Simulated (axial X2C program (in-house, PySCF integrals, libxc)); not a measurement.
## Bond lengths and stretching modes, held linear, of BrTiBr

Calculated with an axial X2C code built on PySCF integrals: two-component X2C with atomic mean-field Coulomb and Gaunt terms, Gaussian nuclei, basis Br dyall-av3z, Ti dyall-v3z with contracted cores. Spin-free rows use the one-electron spin-free X2C Hamiltonian.

Masses Br 78.918, Ti 47.948, Br 78.918 u. States: 2c Ω = 1 (beyond evenly filled blocks: ω = -1/2, ω = 3/2); spin-free M_S = 1, Λ = 2 (beyond evenly filled blocks: σα, δ+α).

MP2, 2c: energies above the lowest point

| r(Br–Ti) (Å) | r(Ti–Br) (Å) | E (meV) |
| --- | --- | --- |
| 2.3254 | 2.3254 | 35.22 |
| 2.3254 | 2.3850 | 16.53 |
| 2.3254 | 2.4446 | 37.82 |
| 2.3850 | 2.3254 | 16.53 |
| 2.3850 | 2.3850 | 0.00 |
| 2.3850 | 2.4446 | 23.17 |
| 2.3850 | 2.5042 | 77.66 |
| 2.4446 | 2.3254 | 37.82 |
| 2.4446 | 2.3850 | 23.17 |
| 2.4446 | 2.4446 | 48.00 |
| 2.5042 | 2.3850 | 77.66 |
| 2.5042 | 2.5042 | 161.15 |

Question: Fit a quadratic surface with cubic terms in each bond: where is the minimum, and what are the two stretching wavenumbers?

Answer: At MP2, 2c: bonds 2.378 and 2.378 Å; harmonic stretches 202.2 and 402.0 cm⁻¹; force constants 1.83, 1.83 and coupling 0.07 mdyn/Å.

The other levels and Hamiltonians give:

| Hamiltonian | level | r(Br–Ti) (Å) | r(Ti–Br) (Å) | lower stretch (cm⁻¹) | upper stretch (cm⁻¹) |
| --- | --- | --- | --- | --- | --- |
| 2c | PBE0 | 2.383 | 2.383 | 203.1 | 395.2 |
| 2c | HF | 2.475 | 2.475 | 186.1 | 370.1 |
| 2c | B3LYP | 2.399 | 2.399 | 200.0 | 388.0 |
| spin-free | PBE0 | 2.383 | 2.383 | 203.4 | 395.5 |
| spin-free | HF | 2.474 | 2.474 | 186.6 | 370.7 |
| spin-free | B3LYP | 2.399 | 2.399 | 200.3 | 388.3 |
| spin-free | MP2 | 2.378 | 2.378 | 202.5 | 402.3 |

Each state is one determinant, the lowest of a limited PBE0 search; the stretches come from a fit to these few points and carry an uncertainty of a few per cent. Other orders of the atoms were not compared. MP2 freezes inner shells (threshold -2 hartree). The molecule was held linear; bending was not examined, so a bent shape may lie lower. Open-shell Ω = 0 determinants with evenly filled partner blocks cannot be reached by this program, so the Ω shown need not be the lowest component. Note: functional without a current term on a determinant with orbital currents, of the molecule or an atom. Note: several unpaired electrons, one determinant need not be a pure state.
